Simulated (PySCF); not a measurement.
Ligands exchanged one at a time, Ga H-Cl. Isolated molecules, 0 K electronic values unless said otherwise. Strings in code marks are SMILES.

The S1 excitation (TDA) from two functionals at the same geometries (B3LYP-D3(BJ)/def2-TZVP), both in PySCF: PBE-D3(BJ)/def2-TZVP and M06-2X/def2-TZVP. Excitations are Tamm–Dancoff values on a coarser integration grid. The basis has no diffuse functions, so Rydberg states are missing or too high.

```
species                                         M06-2X/def2-TZVP (eV)
----------------------------------------------  ---------------------
1 of 3 H replaced by Cl (`[Cl][GaH2]`)                           5.21
2 of 3 H replaced by Cl (`[Cl][GaH][Cl]`)                        6.09
3 of 3 H replaced by Cl (`[Cl][Ga]([Cl])[Cl]`)                   6.34
```

Question: What does PBE-D3(BJ)/def2-TZVP give for each?

Answer: 
- 1 of 3 H replaced by Cl (`[Cl][GaH2]`): 4.56
- 2 of 3 H replaced by Cl (`[Cl][GaH][Cl]`): 5.23
- 3 of 3 H replaced by Cl (`[Cl][Ga]([Cl])[Cl]`): 5.14
Over these rows, drawn at random from the members with no instability flagged (it was tested for open shells, ions and some series alone), PBE minus M06-2X: mean -0.90 eV, from -1.20 eV to -0.65 eV.
